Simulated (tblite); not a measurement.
Species: C7H8NO (doublet state).
Cartesian coordinates in Å at the GFN2-xTB level; atoms count from 1:
```
atom  x, y, z in Å
C1    -3.3441    0.8664    0.3401
C2    -2.2714    0.0995    0.3740
C3    -1.6361   -0.5184   -0.8422
N4    -0.2416   -0.1693   -0.9461
C5     0.7460   -0.9160   -0.3921
C6     2.0043   -0.4489   -0.2112
C7     3.1440   -0.0234   -0.0331
C8     4.4337    0.4673    0.1771
O9     4.8153    1.6053   -0.0480
H10   -3.7652    1.2950    1.2328
H11   -3.8556    1.0866   -0.5827
H12   -1.7646   -0.1105    1.3067
H13   -1.7073   -1.6095   -0.7822
H14   -2.1538   -0.1841   -1.7460
H15   -0.0322    0.8080   -1.0963
H16    0.4972   -1.9378   -0.1422
H17    5.1245   -0.2980    0.5899
```

All values are computed: GFN2-xTB (tblite) harmonic vibrations without scaling, gas phase. Against measured fundamentals such values can be off by several per cent, at times by over 20. One conformer, not necessarily the lowest. Open shells enter through the occupations alone, without spin polarisation, and single modes of such species can be off by tens of per cent.

Harmonic wavenumbers (cm⁻¹): 34.1, 52.4, 68.8, 77.8, 164.7, 170.4, 179.4, 303.9, 328.1, 358.4, 409.5, 486.0, 545.8, 601.4, 646.5, 727.9, 854.9, 864.6, 902.7, 910.5, 963.1, 1019.1, 1053.3, 1121.2, 1171.1, 1229.3, 1261.6, 1273.0, 1309.3, 1333.0, 1362.0, 1408.5, 1447.2, 1536.3, 1643.4, 1710.9, 2195.0, 2714.9, 2946.7, 2959.1, 3058.2, 3064.0, 3102.7, 3133.8, 3423.7.

A = 4982, B = 495.7, C = 470.1 MHz; mass 122.061 u (most abundant isotopes); point group C1, symmetry number 1; spin multiplicity 2.

Zero-point energy?

½Σν̃ = 28064 cm⁻¹ = 335.72 kJ/mol.

Give the ideal-gas entropy at 298.15 K and 1 bar in the rigid-rotor, harmonic-oscillator model (classical rotation).

Translation 168.78, rotation 125.54, vibration 142.09, spin (R ln 2) 5.76: S = 442.2 J/(mol K).

And Cp and H(298.15 K) − H(0)?

Cp = 158.49 J/(mol K), of which vibrations give 125.23 (their classical limit is 45 R = 374.2); H(298.15 K) − H(0) = 30.51 kJ/mol without the zero-point energy, 20.59 from vibrations.

What must be added to the electronic energy to get the Gibbs energy at 298.15 K and 1 bar?

ZPE + [H(298.15 K) − H(0)] − T·S = 335.72 + 30.51 − 131.83 = 234.40 kJ/mol.

Blend soft modes into free rotors: weight 1/[1 + (100 cm⁻¹/ν̃)⁴] for the oscillator and the rest for a rotor with moment μB/(μ + B), μ = h/(8π²ν), B = 10⁻⁴⁴ kg m². What vibrational entropy results?

124.55 J/(mol K) in place of 142.09, which changes −T·S at 298.15 K by +5.23 kJ/mol.

Which modes carry the vibrational entropy at 298.15 K?

34.1 cm⁻¹: 23.33; 52.4 cm⁻¹: 19.77; 68.8 cm⁻¹: 17.52; 77.8 cm⁻¹: 16.51; 164.7 cm⁻¹: 10.44; 170.4 cm⁻¹: 10.17 J/(mol K); the other 39 give 44.35 together.

Hindered rotation and anharmonicity are outside this model. Other conformers, if any are populated, would add a mixing term that is left out. The structure is chiral; the term R ln 2 for an equal mix with its mirror image is left out.

On one thread of an Arm Neoverse V2, no GPU, shared host, this took 0.46 s of wall time. The figure is for the frequency step alone.
